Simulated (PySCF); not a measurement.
C₆ coefficients of unlike pairs at PBE

Calculated with PySCF 2.14 from the dipole response of each species, C₆(A,B) = (3/π) ∫ α_A(iu) α_B(iu) du, in atomic units, from isotropic polarisabilities. For ions this is the dispersion term alone; charge-induced terms of lower order in 1/R come first.

```
species           configuration                                                                                      basis      relativity  α (bohr³)  C₆ (like pair)
 Cl(3+)       [Ne] 3s2 3p2 (3P)                                                                    aug-cc-pVDZ-DK (5s4p2d)   spin-free X2C      4.244           11.41
 Ag(3+)           [Kr] 4d8 (3F)                                                  aug-cc-pwCVDZ-PP with ECP28MDF (6s6p5d3f)  core potential      4.028           18.17
    Ge+  [Ar] 3d10 4s2 4p1 (2P)  aug-cc-pVTZ-PP with one added diffuse shell each of s, d, f type with ECP10MDF (7s5p5d3f)  core potential      19.21           109.1
    Co+           [Ar] 3d8 (3F)         x2c-QZVPPall with one added diffuse shell each of s, p, d, f, g type (12s8p6d5f3g)   spin-free X2C      10.71           38.38
```

Question: Estimate C₆ for Co+ with Ag(3+).

Answer: The integral gives 24.35. The combination rule 2 C_A C_B / (C_A α_B/α_A + C_B α_A/α_B) gives 22.23 and the geometric mean 26.41.

No spin-orbit coupling is included.

The other pairs:

| pair | C₆ |
| --- | --- |
| Co+, Cl(3+) | 20.47 |
| Co+, Ge+ | 63.31 |
| Ge+, Cl(3+) | 33.24 |
| Ag(3+), Cl(3+) | 13.73 |
| Ge+, Ag(3+) | 36.85 |
